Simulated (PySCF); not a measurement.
## Dipole response of Co³⁺ (cobalt, charge +3)

[Ar] 3d6, high-spin 5D determinant. Computed with PySCF 2.14 in aug-cc-pVQZ (9s8p6d4f3g2h, 140 functions), with the non-relativistic Hamiltonian (point nucleus). Coupled (time-dependent) response in atomic units; α is the mean over directions.

```csv
method,mean α (bohr³),"α xx, yy, zz",C₆ (like pair),S(−4)
M06-2X,1.701,"1.772, 1.772, 1.559",4.051,0.9537
```

S(−4) is the Cauchy moment in α(ω) = α(0) + S(−4) ω² + …

α(iu) at M06-2X:

| u (hartree) | α(iu) (bohr³) |
| --- | --- |
| 0 | 1.701 |
| 0.0500 | 1.698 |
| 0.100 | 1.691 |
| 0.200 | 1.664 |
| 0.300 | 1.623 |
| 0.500 | 1.514 |
| 0.750 | 1.361 |
| 1.00 | 1.217 |
| 1.50 | 0.9763 |
| 2.00 | 0.7924 |
| 3.00 | 0.5433 |
| 5.00 | 0.2953 |

For an ion, C₆ is the dispersion term alone; charge-induced terms of lower order in 1/R come first.

The components differ because the open shell of this determinant is not spherical; for a pure term their mean is the scalar polarisability.
